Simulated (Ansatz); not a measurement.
```yaml
crystal:
  periodic: [false, false, false]
  atoms:
    - {symbol: C, position_ang: [-1.931709, 1.265123, 1.277392]}
    - {symbol: B, position_ang: [-0.418140, 1.544282, 1.112124]}
    - {symbol: Si, position_ang: [0.840667, 0.373265, 0.058594]}
    - {symbol: S, position_ang: [-0.249493, -1.227606, -0.836947]}
    - {symbol: C, position_ang: [1.087360, -2.090116, -1.709664]}
    - {symbol: H, position_ang: [-1.974475, 0.682933, 2.216355]}
    - {symbol: H, position_ang: [-2.389128, 0.635308, 0.512680]}
    - {symbol: H, position_ang: [-2.541943, 2.153005, 1.457792]}
    - {symbol: H, position_ang: [0.071426, 2.476428, 1.690798]}
    - {symbol: H, position_ang: [1.534435, 1.167961, -1.001375]}
    - {symbol: H, position_ang: [1.924238, -0.177299, 0.929482]}
    - {symbol: H, position_ang: [1.841462, -2.449485, -1.009376]}
    - {symbol: H, position_ang: [1.551746, -1.439056, -2.450497]}
    - {symbol: H, position_ang: [0.640553, -2.944043, -2.218458]}
basis:
  gaussian: {orbitals: cc-pVDZ, final_grid: {core_spheres: 1, valence_spheres: 1, degree: 1}}
hamiltonian: {xc: {name: r2SCAN}}
output: {forces: true}
```

```sh
$ ansatz run in.yaml --threads 4 --pin off --events-out ev --progress --plain --max-ram 10444MiB
```

Output, abridged:

```
Functional definition: r2SCAN
1525 factors; their error is unknown
mean field evaluation 1: about -21598.4061 eV, gradient 5.8e1 eV
mean field evaluation 2: about -21592.6002 eV, gradient 7.2e1 eV
mean field evaluation 4: about -21606.8269 eV, gradient 3.4e0 eV
mean field evaluation 8: about -21581.1365 eV, gradient 4.4e1 eV
mean field evaluation 16: about -21641.4197 eV, gradient 2.8e1 eV
mean field -21647.50068734 eV, -795.5309770569 hartree, gradient 2.4e-5 eV, S^2 0.000000; 0 other end points of the search recorded, 0 dependent functions left out
reference -21647.50074524 eV, -795.5309791844 hartree; 28, 28 occupied and 95, 95 virtual orbitals, 1525 factors
Total energy: -21647.50074524 eV, -795.5309791844 hartree
Atom 0 at    -1.931709     1.265123     1.277392 Å, force    12.663244    -0.799118   -10.179568 eV/Å
Atom 1 at    -0.418140     1.544282     1.112124 Å, force    -5.021419    -5.441158    -1.693196 eV/Å
Atom 2 at     0.840667     0.373265     0.058594 Å, force   -19.277477     3.451693     6.590954 eV/Å
Atom 3 at    -0.249493    -1.227606    -0.836947 Å, force    37.715643    -7.305690   -12.339282 eV/Å
Atom 4 at     1.087360    -2.090116    -1.709664 Å, force   -11.898127    12.204540    10.862243 eV/Å
Atom 5 at    -1.974475     0.682933     2.216355 Å, force     2.046230     2.243246    -4.256992 eV/Å
Atom 6 at    -2.389128     0.635308     0.512680 Å, force     1.412310     2.280800     4.147318 eV/Å
Atom 7 at    -2.541943     2.153005     1.457792 Å, force     5.057428    -5.438267     2.539378 eV/Å
Atom 8 at     0.071426     2.476428     1.690798 Å, force     1.273698    -2.918714    -2.270683 eV/Å
Atom 9 at     1.534435     1.167961    -1.001375 Å, force    -4.806827     5.677512    -5.431088 eV/Å
Atom 10 at     1.924238    -0.177299     0.929482 Å, force    -2.487129    -3.648339     8.248924 eV/Å
Atom 11 at     1.841462    -2.449485    -1.009376 Å, force    -8.886346     0.507998    -2.190317 eV/Å
Atom 12 at     1.551746    -1.439056    -2.450497 Å, force    -7.396790    -3.599914     3.821148 eV/Å
Atom 13 at     0.640553    -2.944043    -2.218458 Å, force    -0.394438     2.785411     2.151162 eV/Å
Dipole moment:     0.948234     0.748221     0.139310 e Å
```

(1) Something in this input is off. What?

Results:

(1) The integration grid is far too coarse. Self-consistency was reached. The result belongs to that input, not to the molecule as meant.
